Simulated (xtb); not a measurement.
C₇H₇, SMILES [C]1=CC2C=CC1C2 (connectivity only; charge and spin as stated), charge +1, multiplicity 1. All values are semi-empirical tight-binding results from xtb (GFN2-xTB unless named), good for trends rather than for accurate numbers. Geometry: GFN2-xTB. The spin state was assumed, not searched. The isomer is the one that the SMILES or the coordinates give; other isomers of the formula were not compared. The values are those of a single conformer.

```
Item                                                Value
-----------------------------------------  --------------
orbital gap                                       1.66 eV
zero-point energy                           69.8 kcal/mol
G − E(el) at 298.15 K (modified RRHO)       52.0 kcal/mol
static polarisability (D4 model)               67.3 bohr³
solvation energy, GFN2-xTB/ALPB(water)     -53.7 kcal/mol
solvation energy, GFN2-xTB/ALPB(methanol)  -55.0 kcal/mol
```

Computed IR lines (harmonic; lines under 4 % of the strongest left out, lines within 3 cm⁻¹ merged):
ν (cm⁻¹): 306 (m), 373 (m), 468 (w), 516 (w), 593 (m), 726 (w), 736 (m), 775 (m), 804 (m), 872 (w), 882 (w), 914 (w), 967 (w), 988 (w), 1121 (w), 1143 (m), 1166 (w), 1176 (w), 1241 (w), 1442 (w), 1856 (m), 3084 (w), 3152 (m), 3178 (w), 3221 (vs) (against the strongest line: vs over 80 %, s over 45 %, m over 15 %, w over 4 %, vw less)
